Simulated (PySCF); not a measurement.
## `C=C(CC#N)SC`, C₅H₇NS

Molfile (atoms numbered from 1):
```
C5H7NS
     RDKit          3D

 14 13  0  0  0  0  0  0  0  0999 V2000
   -0.0713   -1.7546    0.4121 C   0  0  0  0  0  0  0  0  0  0  0  0
   -0.3743   -0.7024   -0.3380 C   0  0  0  0  0  0  0  0  0  0  0  0
   -1.7263   -0.0400   -0.2848 C   0  0  0  0  0  0  0  0  0  0  0  0
   -1.6507    1.2153    0.4233 C   0  0  0  0  0  0  0  0  0  0  0  0
   -1.5703    2.2085    0.9829 N   0  0  0  0  0  0  0  0  0  0  0  0
    0.8671   -0.0474   -1.4234 S   0  0  0  0  0  0  0  0  0  0  0  0
    0.0771    1.3727   -2.2400 C   0  0  0  0  0  0  0  0  0  0  0  0
    0.9022   -2.2084    0.3643 H   0  0  0  0  0  0  0  0  0  0  0  0
   -0.7827   -2.1906    1.0915 H   0  0  0  0  0  0  0  0  0  0  0  0
   -2.1203    0.1437   -1.2886 H   0  0  0  0  0  0  0  0  0  0  0  0
   -2.4244   -0.6914    0.2491 H   0  0  0  0  0  0  0  0  0  0  0  0
   -0.7144    1.0401   -2.9060 H   0  0  0  0  0  0  0  0  0  0  0  0
    0.8672    1.8348   -2.8238 H   0  0  0  0  0  0  0  0  0  0  0  0
   -0.2926    2.0785   -1.5026 H   0  0  0  0  0  0  0  0  0  0  0  0
  1  2  2  0
  2  3  1  0
  3  4  1  0
  4  5  3  0
  2  6  1  0
  6  7  1  0
  1  8  1  0
  1  9  1  0
  3 10  1  0
  3 11  1  0
  7 12  1  0
  7 13  1  0
  7 14  1  0
M  END
```

Method used: PySCF 2.14.0, GIAO wB97X-D/pcSseg-1 magnetisability, rotational g tensor and spin-rotation constants, non-relativistic, gas phase. Geometry: GFN2-xTB, dihedral held. The dihedral C3–C2–S6–C7 is held at 0°.

(1) What are the magnetisability and the molar susceptibility?

(2) Split it along the inertial axes a, b, c into diamagnetic and paramagnetic parts about the centre of mass, with the quadrupole moment.

(3) And the rotational g tensor?

Answers

(1) Isotropic -1181 × 10⁻³⁰ J/T², or -71.1 × 10⁻⁶ cm³/mol; principal values -1306, -1164, -1074 × 10⁻³⁰ J/T², anisotropy 203 × 10⁻³⁰ J/T² (root of half the summed squared differences of the principal values). The susceptibility is in cgs units.

(2) 
| axis | χ (10⁻⁶ cm³/mol) | diamagnetic (10⁻⁶ cm³/mol) | paramagnetic (10⁻⁶ cm³/mol) | summed x² of all electrons (Å²) | quadrupole Θ (D Å) |
| --- | --- | --- | --- | --- | --- |
| a | -69.6 | -555.1 | 485.5 | 134.0 | -13.39 |
| b | -71.7 | -689.3 | 617.6 | 102.4 | +12.04 |
| c | -72.1 | -1003.2 | 931.1 | 28.4 | +1.35 |

Anisotropies 2χaa − χbb − χcc = +4.6 and 2χbb − χaa − χcc = -1.7 × 10⁻⁶ cm³/mol. Θ is traceless in Buckingham's convention.

(3) 
| axis | rotational constant (GHz) | g | nuclear part | electronic part |
| --- | --- | --- | --- | --- |
| a | 2.7519 | -0.0173 | 0.6104 | -0.6277 |
| b | 1.9122 | -0.0236 | 0.5312 | -0.5548 |
| c | 1.2927 | -0.0119 | 0.5536 | -0.5655 |

Asymmetric top; isotopes 12C, 1H, 14N, 32S; no vibrational averaging.
